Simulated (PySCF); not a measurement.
## How methods differ on the ionisation energy of Sc⁴⁺

Sc⁴⁺ [Ne] 3s2 3p5 [3p1/2^2 3p3/2^3, M_J = 3/2] → Sc⁵⁺ [Ne] 3s2 3p4 [3p1/2^2 3p3/2^2, M_J = 2], as a difference of total energies. Computed with PySCF 2.14 in an uncontracted even-tempered set (21 s from 0.14 bohr⁻², ratio 2.4; 14 p from 0.18 bohr⁻², ratio 2.4; 5 d from 2 bohr⁻², ratio 2.6; 5 f from 3.1 bohr⁻², ratio 2.6), with the two-component X2C-1e Hamiltonian. Correlated levels: 1s2 frozen; the 52 highest virtual spinors dropped. "Screened" scales the spin-orbit matrix elements by Boettger's factors to mimic the two-electron term; Breit and QED terms are absent.

| method | ionisation energy (eV) |
| --- | --- |
| GHF (spin-free) | 90.320 |
| GMP2 (spin-free) | 91.109 |
| GHF (screened spin-orbit) | 90.277 |
| GMP2 (screened spin-orbit) | 91.068 |

Q: How much does correlation contribute at GMP2 (screened spin-orbit)?

A: 91.068 − (90.277) = 0.791 eV, measured against GHF (screened spin-orbit).

The labels give the starting determinants; with spin-orbit coupling the two ends relaxed to ⟨J²⟩ = 3.75, ⟨L²⟩ = 2.00, ⟨S²⟩ = 0.75 and ⟨J²⟩ = 6.01, ⟨L²⟩ = 2.05, ⟨S²⟩ = 1.98.

For comparison: 91.95 ± 0.03 eV (semi-empirical (NIST evaluation); NIST Atomic Spectra Database, ionization energies).
